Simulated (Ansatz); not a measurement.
`O/C=C(\F)[TeH]` + PH₃ → `P[TeH]` + `O/C=C\F` at 700 K and 1 bar (ligand exchange at a Te–C bond).

Gas-phase electronic energies from Ansatz, PBE0-D4/def2-TZVP geometries. CBS: MP2 limit from def2 TZ/QZ plus the TZ coupled-cluster correction, frozen cores. This one scheme is used for every species. Double bonds are as drawn, so ΔE can hold a change between cis and trans. Elements past krypton have def2 core potentials. For Te outer-core shells are correlated without core-valence functions, which leaves a few kJ/mol of doubt a bond. One conformer a species, not always the lowest.

```json
{"species": "`O/C=C(\\F)[TeH]`", "CCSD(T)/CBS energy (Eh)": "-520.54898", "H − E (kJ/mol)": "187.8", "S (J/(mol·K))": "436.4"}
{"species": "PH₃", "CCSD(T)/CBS energy (Eh)": "-342.72256", "H − E (kJ/mol)": "91.5", "S (J/(mol·K))": "248.3"}
{"species": "`P[TeH]`", "CCSD(T)/CBS energy (Eh)": "-610.46278", "H − E (kJ/mol)": "106.3", "S (J/(mol·K))": "350.1"}
{"species": "`O/C=C\\F`", "CCSD(T)/CBS energy (Eh)": "-252.83247", "H − E (kJ/mol)": "179.5", "S (J/(mol·K))": "349.6"}
```

H − E and S are ideal-gas, rigid-rotor, harmonic terms from PBE0-D4/def2-TZVP, for one conformer and one mirror image of each species. 1 Eh = 2625.50 kJ/mol, R = 8.31446 J/(mol·K).

Question: By hand: ΔE, ΔH, ΔS and ΔG.

Answer: ΔE = (-610.46278) + (-252.83247) − (-520.54898) − (-342.72256) = -0.02371 Eh = -62.3 kJ/mol. Δ(H − E) = 106.3 + 179.5 − 187.8 − 91.5 = 6.5, so ΔH = -55.8 kJ/mol. ΔS = 350.1 + 349.6 − 436.4 − 248.3 = 15.0 J/(mol·K). ΔG = -55.8 − 700 × (15.0)/1000 = -66.3 kJ/mol.

Question: By hand: the equilibrium constant, and the temperature at which ΔG would vanish if ΔH and ΔS stayed fixed.

Answer: log₁₀ K = −ΔG/(RT ln 10) = 4.9. ΔH and −TΔS have one sign here, so there is no such temperature.

ΔH outweighs TΔS. A doubt of 5 kJ/mol in ΔE shifts log₁₀ K by 0.4 here. Other conformers and mirror images would add mixing entropy, several J/(mol·K) or more a flexible species. These are equilibria of isolated gas molecules and say nothing of rates. Largest T1 diagnostic: 0.013 (customary marks: 0.02 for closed shells, 0.045 for open ones).
